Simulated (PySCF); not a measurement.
**Which determinant of K2 lies lowest?**

Unrestricted PBE0; K pcseg-1; no relativity (PySCF 2.14). Outer shells of the fragments: K 4s1; K 4s1.

Followed along the bond (rough minima from three points):

| 2Ms+1 | unpaired | ⟨S²⟩ at the start | R at minimum (Å) | Te (eV) |
| --- | --- | --- | --- | --- |
| 1 | none | 0.00 | 4.02 | 0.00 |
| 3 | σ ↑↑ | 2.00 | none in the scan | ≤ 0.48 |
| 3 | σ ↑, π ↑ | 2.00 | none in the scan | ≤ 1.42 |

Solutions found at the starting distance of 3.890 Å, counted from the lowest of them; the search is not exhaustive and high or unbound solutions are not listed, so other states can lie among these:

| 2Ms+1 | unpaired | term | E (eV) | ⟨S²⟩ | ⟨Lz²⟩ |
| --- | --- | --- | --- | --- | --- |
| 1 | none | ¹Σ⁺ | 0.00 | 0.00 | 0.00 |
| 3 | σ ↑↑ | ³Σ⁺ | 0.67 | 2.00 | 0.00 |
| 3 | σ ↑, π ↑ | ³Π | 1.42 | 2.00 | 1.01 |
| 1 | σ ↑, π ↓ | mixed | 1.84 | 1.00 | 1.01 |

A term symbol is given only where ⟨S²⟩ and ⟨Lz²⟩ are close to those of a pure state; real π, δ and φ orbitals otherwise mix terms, and g/u labels are left off.

Counting both spins, an empty level lies below a filled one in some of these solutions, because spin and occupation are held.
